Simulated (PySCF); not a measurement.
Species: CH7N3Si.
Z-matrix (Å and degrees, PBE0-D3(BJ)/def2-SVP geometry), rows numbered from 1:
```
C 
N   1  1.2610
Si  2  1.7634  1  125.25
N   3  1.7310  2  109.05  1    -7.96
N   3  1.7207  2  113.88  1   110.25
H   1  1.1125  2  124.31  3     1.43
H   1  1.1078  2  120.77  3  -177.97
H   3  1.4921  2  104.57  1  -134.43
H   4  1.0139  3  120.17  2   -54.20
H   4  1.0143  3  118.00  2   165.81
H   5  1.0135  3  118.55  2    80.30
H   5  1.0144  3  119.24  2   -59.82
```

Jobs on this species (12 atoms, 48 electrons) with PySCF (density fitting). Hardware of each: one thread, Arm Neoverse V2 (aarch64) (shared host). The host was shared with other jobs, so the times are rough. Peak memory is the resident size of the whole Python process, interpreter and libraries included.

Question: Rank these jobs by wall time, shortest first.
A. PBE0/def2-SVPD; 10 singlets by full TDDFT, 4 Tamm–Dancoff triplets, polarisability, ΔSCF ions, density and orbital grids written; 160 basis functions
B. PBE0-D3(BJ)/def2-SVP, grid level 1; geometry optimisation from a GFN2-xTB start shaken at random; 109 basis functions
C. PBE0/def2-SVPD, IEF-PCM chloroform; 6 singlets by full TDDFT, polarisability; 160 basis functions

Answer: C (10 s), B (33 s), A (83 s).

All jobs:

```tsv
level and settings	work	basis functions	SCF cycles	wall time	peak memory
PBE0/pcSseg-1, IEF-PCM dimethylsulfoxide	shieldings	127	14	6.6 s	0.70 GiB
PBE0/pcSseg-1, IEF-PCM chloroform	shieldings, charges and field gradients	127	14	7.8 s	0.70 GiB
BHandHLYP/aug-pcX-1 (pcseg-1 on H, def2-SVPD on Si)	K-edge TDA, 24 lines	191	12	8.0 s	0.78 GiB
PBE0/def2-SVPD, IEF-PCM chloroform	6 singlets by full TDDFT, polarisability	160	14	10 s	0.80 GiB
PBE0/pcSseg-1	shieldings, charges and field gradients, density and orbital grids written	127	14	11 s	0.64 GiB
delta-SCF UKS SCAN, pcX-2 on the ionised atom, pcseg-1 elsewhere, spin-free X2C	ΔSCF core ionisation, 5 holes	151	85	21 s	0.51 GiB
WP04/pcSseg-2	shieldings	285	14	24 s	1.1 GiB
PBE0-D3(BJ)/def2-SVP, grid level 1	geometry optimisation from a GFN2-xTB start shaken at random	109	74	33 s	0.45 GiB
PBE0/def2-SVPD	10 singlets by full TDDFT, 4 Tamm–Dancoff triplets, polarisability, ΔSCF ions, density and orbital grids written	160	14	83 s	0.72 GiB
```

What do all jobs in the table cost together?

About 3.4 min; the longest takes about 41 % of that, and about 13 times as long as the shortest.
